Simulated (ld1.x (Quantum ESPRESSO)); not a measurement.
## Pseudopotential generation for I (Z = 53): TM, PBE, scalar-relativistic.

I, norm-conserving Troullier–Martins (Kleinman–Bylander form), made with ld1.x (Quantum ESPRESSO) 7.5 (PBE, scalar-relativistic). Core [Ar] 3d10, reference 4s2 4p6 4d10 5s2 5p5. Waves: 4p (bound): rc 1.40 bohr; 4d (bound): rc 1.05 bohr; 4f channel at -0.06 Ry: rc 1.20 bohr; 4s (bound): rc 0.90 bohr. Local part: the s channel. Core correction: Bessel-smoothed model core inside 0.90 bohr.

Occupied shells without a wave of their own: 5p, 5s. They enter only through the test configuration that unscreens the potential, and ld1.x also counts them in the model core charge.

**Question.** Does the generator finish with these settings?

**Answer.** Yes, a potential is produced.

**Question.** Estimate the cutoffs (Ry, on a coarse ladder) from which the occupation-weighted sum of valence levels, in a spherical-Bessel basis at the reference potential, stays within 10 and 1 mRy of its value at 400 Ry.

**Answer.** 230 Ry and over 300 Ry.

**Question.** Does the potential have ghost states?

**Answer.** No extra level below or beside the all-electron valence levels (p, d, f, s tested).

**Question.** Which valence shell sets the plane-wave cutoff?

**Answer.** 4s: its level needs 300 Ry to come within 1 mRy, against 200 Ry for 5s.

**Question.** Tests: 4s2 4p6 4d10 5s2 5p4; 4s2 4p6 4d10 5s2 5p3; 4s2 4p6 4d10 5s2 5p2; 4s2 4p6 4d10 5s2 5p4.5; 4s2 4p6 4d10 5s1 5p5; 4s2 4p6 4d9 5s2 5p5; 4s2 4p6 4d10 5s2 5p5.3. Which has the largest error in its energy relative to the reference configuration, and how large is it?

**Answer.** 4s2 4p6 4d10 5s2 5p2, with -6296 meV (all-electron minus pseudo) on +60.31 eV.

ld1.x takes every shell without a wave as core, so the model core holds the 5p, 5s electrons as well and exchange and correlation see them twice. This cancels in the reference configuration, but the file is broken for other ones, and its errors say nothing about a proper core correction.
